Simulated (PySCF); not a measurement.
# Excited states of C²⁺ (carbon, charge +2)

Ground state [He] 2s2, ¹S. Computed with PySCF 2.14 in aug-cc-pVDZ with one added diffuse shell each of s, p, d type (5s4p3d, 32 functions), with no relativity, point nucleus. Vertical excitation energies in eV without spin-orbit coupling; excited terms of each kind are numbered among those the solver found.

```tsv
term	leading excitation	TDA-wB97X	TD-wB97X
1 3P°	2s → p	5.951	5.058
1 1P°	2s → p	12.368	11.886
1 3S	2s → s	28.410	28.401
1 1S	2s → s	29.366	29.363
2 3P°	2s → p	30.473	30.452
2 1P°	2s → p	30.723	30.716
```

Oscillator strength of the first ¹S → ¹P° line: TDA-wB97X 1.10, TD-wB97X 0.796.

Only the lower part of the computed list is shown. Doubly excited terms such as np² are absent. The solver can miss terms. Rydberg members are limited by the diffuse functions of the basis.
